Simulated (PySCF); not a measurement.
Static polarisabilities and like-pair C6 coefficients by linear response at CAM-B3LYP/def2-SVPD (PySCF, frozen core in the response, non-relativistic, gas phase), PBE0-D3(BJ)/def2-SVP geometries, one conformer each; atomic units unless stated. Spin–orbit coupling is left out although an atom past zinc is present.

```csv
label,species,α,C6
P,`N#CC1=CC([SeH])=C(F)C=C1`,115.6,4601
Q,`C=N[SiH2]C#N`,60.5,1382
R,`C/N=C/[SiH2]C#[C][GeH3]`,118.4,4670
S,`C1C[C@H](F)C(=O)C=1`,59.8,1547
T,`CC[CH2][AlH2]`,67.1,1640
U,`C=CNC(=O)/C=C/OC`,99.4,3567
```

Problem. Estimate the unlike-pair coefficients by the rule C6(AB) = 2·C6(AA)·C6(BB) / [C6(AA)·αB/αA + C6(BB)·αA/αB], and compare with the geometric mean, for PR, PU, QR, QT, RS, RT, ST and TU.

Solution. 
| pair | combination rule | geometric mean | ratio |
| --- | --- | --- | --- |
| PR | 4635 | 4635 | 1.000 |
| PU | 4050 | 4051 | 1.000 |
| QR | 2536 | 2541 | 0.998 |
| QT | 1505 | 1506 | 1.000 |
| RS | 2665 | 2688 | 0.992 |
| RT | 2765 | 2768 | 0.999 |
| ST | 1587 | 1593 | 0.996 |
| TU | 2419 | 2419 | 1.000 |

The rule is exact for one-pole polarisabilities and never exceeds the geometric mean; the two meet where both partners have the same effective excitation energy. These unlike-pair values are estimates, not computed integrals.
